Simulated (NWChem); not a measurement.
Molecule: GeH$_{2}$S$_{2}$, singlet; SMILES [Ge]([SH])[SH]

```xyz
5

Ge     0.0000     0.0000     0.7638
S     -1.6743     0.0000    -0.7741
H     -2.6460     0.0000     0.1653
S      1.6743     0.0000    -0.7741
H      2.6460     0.0000     0.1653
```
Atoms are numbered in this order, from 1.

Computed with NWChem. Low-valent species are run as closed-shell singlets; no triplet was tried in these runs. Coordinates come from a B3LYP/6-31G* (spherical d) optimisation. Vertical excitations in the gas phase; the lowest state need not have the same character in each row.

For level PBE/def2-SVPD, TDA:

```
Item                                      Result
----------------------------------------  ------
lowest state with f > 0.02, singlet (eV)    3.98
orbital gap (eV)                            3.12
```

Task: Estimate the same quantities for level B3LYP/def2-SVPD, TDA.

Result: lowest state with f > 0.02, singlet (eV): 4.14
orbital gap (eV): 4.44
